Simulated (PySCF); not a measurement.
Input for PySCF: R-M06-2X/def2-TZVPP on CH4OTe (SMILES CO[TeH]), a point of a torsion scan. Elements past Kr take the def2 small-core potentials; no spin–orbit coupling.

```python
from pyscf import gto, dft

mol = gto.M(
    atom='''
    C    -0.90349796   -0.17632738    0.05340902
    O     0.34769458    0.41709652   -0.18328628
    Te    0.98837245    0.81289976   -2.02953086
    H    -1.46388277   -0.38727824   -0.85754933
    H    -1.49482800    0.49269314    0.68343870
    H    -0.74568682   -1.11785908    0.58603521
    H     1.60210739   -0.70140185   -2.27023837
    ''',
    basis='def2-tzvpp',
    ecp={'Te': 'def2-tzvpp'},
    charge=0, spin=0, verbose=4, max_memory=1800)
mf = dft.RKS(mol, xc='m062x').density_fit(auxbasis='def2-universal-jkfit')
mf.grids.level = 4
mf.conv_tol = 1e-9
mf.max_cycle = 150
mf.kernel()
mf.dip_moment()
```

Program output:

```
PySCF version 2.14.0

[INPUT] verbose = 4
[INPUT] num. atoms = 7
[INPUT] num. electrons = 42
[INPUT] charge = 0
[INPUT] spin (= nelec alpha-beta = 2S) = 0
[INPUT] symmetry False subgroup None
[INPUT] Mole.unit = angstrom
[INPUT] Symbol           X                Y                Z      unit          X                Y                Z       unit  Magmom
[INPUT]  1 C     -0.903497960000  -0.176327380000   0.053409020000 AA   -1.707363698503  -0.333210456462   0.100928420381 Bohr   0.0
[INPUT]  2 O      0.347694580000   0.417096520000  -0.183286280000 AA    0.657047531196   0.788198190309  -0.346360871590 Bohr   0.0
[INPUT]  3 Te     0.988372450000   0.812899760000  -2.029530860000 AA    1.867753239565   1.536157913125  -3.835257486753 Bohr   0.0
[INPUT]  4 H     -1.463882770000  -0.387278240000  -0.857549330000 AA   -2.766337513770  -0.731849807604  -1.620533372004 Bohr   0.0
[INPUT]  5 H     -1.494828000000   0.492693140000   0.683438700000 AA   -2.824815523331   0.931055098052   1.291511965929 Bohr   0.0
[INPUT]  6 H     -0.745686820000  -1.117859080000   0.586035210000 AA   -1.409143864498  -2.112447507058   1.107446046252 Bohr   0.0
[INPUT]  7 H      1.602107390000  -0.701401850000  -2.270238370000 AA    3.027544189242  -1.325457399763  -4.290128756779 Bohr   0.0

nuclear repulsion = 132.147486177332
number of shells = 62
number of NR pGTOs = 248
number of NR cGTOs = 168
basis = def2-tzvpp
ecp = {'Te': 'def2-tzvpp'}


******** <class 'pyscf.df.df_jk.DFRKS'> ********
method = DFRKS
initial guess = minao
damping factor = 0
level_shift factor = 0
DIIS = <class 'pyscf.scf.diis.CDIIS'>
diis_start_cycle = 1
diis_space = 8
diis_damp = 0
SCF conv_tol = 1e-09
SCF conv_tol_grad = None
SCF max_cycles = 150
direct_scf = False
XC library pyscf.dft.libxc version 7.1.2
    S. Lehtola, C. Steigemann, M. J. T. Oliveira, and M. A. L. Marques,  SoftwareX 7, 1–5 (2018)
XC functionals = m062x
    Y. Zhao and D. G. Truhlar,  Theor. Chem. Acc. 120, 215 (2008)
    Y. Zhao and D. G. Truhlar,  Theor. Chem. Acc. 120, 215 (2008)
radial grids:
    Treutler-Ahlrichs [JCP 102, 346 (1995); DOI:10.1063/1.469408] (M4) radial grids

becke partition: Becke, JCP 88, 2547 (1988); DOI:10.1063/1.454033
pruning grids: <function nwchem_prune>
grids dens level: 4
symmetrized grids: False
atomic radii adjust function: <function treutler_atomic_radii_adjust>
small_rho_cutoff = 0
Set gradient conv threshold to 3.16228e-05
Initial guess from minao.
tot grids = 151288
******** <class 'pyscf.df.df.DF'> ********
auxbasis = def2-universal-jkfit
init E= -341.883392338382
  HOMO = -0.625600958791034  LUMO = -0.621157387856337  gap/eV = 0.12092
cycle= 1 E= -380.929324910839  delta_E=  -39  |g|= 3.32  |ddm|= 28.1
  HOMO = -0.0946055039582775  LUMO = -0.0791006070036  gap/eV = 0.42191
cycle= 2 E= -374.733874005637  delta_E=  6.2  |g|= 5.19  |ddm|= 19.4
  HOMO = -0.194392207347775  LUMO = -0.125901238140841  gap/eV = 1.86373
cycle= 3 E= -383.390388950888  delta_E= -8.66  |g|= 0.845  |ddm|= 17.9
  HOMO = -0.230874933046156  LUMO = -0.0496698245733072  gap/eV = 4.93084
cycle= 4 E= -383.575085285652  delta_E= -0.185  |g|= 0.49  |ddm|= 1.24
  HOMO = -0.249330522666217  LUMO = -0.0210750523539858  gap/eV = 6.21115
cycle= 5 E= -383.63002780031  delta_E= -0.0549  |g|= 0.134  |ddm|= 0.339
  HOMO = -0.274110084212307  LUMO = -0.0358496924539367  gap/eV = 6.48340
cycle= 6 E= -383.634741650865  delta_E= -0.00471  |g|= 0.0745  |ddm|= 0.156
  HOMO = -0.281551904611945  LUMO = -0.0362771045094128  gap/eV = 6.67427
cycle= 7 E= -383.636227952583  delta_E= -0.00149  |g|= 0.0382  |ddm|= 0.099
  HOMO = -0.278876030476546  LUMO = -0.0339142065449138  gap/eV = 6.66575
cycle= 8 E= -383.636583600699  delta_E= -0.000356  |g|= 0.00684  |ddm|= 0.034
  HOMO = -0.278106319736377  LUMO = -0.0333238855292706  gap/eV = 6.66087
cycle= 9 E= -383.63661600396  delta_E= -3.24e-05  |g|= 0.00354  |ddm|= 0.0137
  HOMO = -0.278043278077188  LUMO = -0.0334188151608394  gap/eV = 6.65657
cycle= 10 E= -383.636623532448  delta_E= -7.53e-06  |g|= 0.0011  |ddm|= 0.00674
  HOMO = -0.278062778749522  LUMO = -0.033414474203866  gap/eV = 6.65722
cycle= 11 E= -383.636624534021  delta_E= -1e-06  |g|= 0.000323  |ddm|= 0.00299
  HOMO = -0.278084098105616  LUMO = -0.0334377405638833  gap/eV = 6.65717
cycle= 12 E= -383.636624593437  delta_E= -5.94e-08  |g|= 9.74e-05  |ddm|= 0.000778
  HOMO = -0.278079660105121  LUMO = -0.0334374205559413  gap/eV = 6.65705
cycle= 13 E= -383.636624596778  delta_E= -3.34e-09  |g|= 4.51e-05  |ddm|= 0.000167
  HOMO = -0.278080989792649  LUMO = -0.03343855346235  gap/eV = 6.65706
cycle= 14 E= -383.636624597394  delta_E= -6.16e-10  |g|= 1.36e-05  |ddm|= 6.49e-05
  HOMO = -0.278079958540257  LUMO = -0.033437362050698  gap/eV = 6.65706
Extra cycle  E= -383.636624597482  delta_E= -8.82e-11  |g|= 1.11e-05  |ddm|= 2.8e-05
converged SCF energy = -383.636624597482
Dipole moment(X, Y, Z, Debye): -0.62918, -0.39400, -1.24774
```

Self-consistency was reached.

Cost: roughly 30 core-seconds.
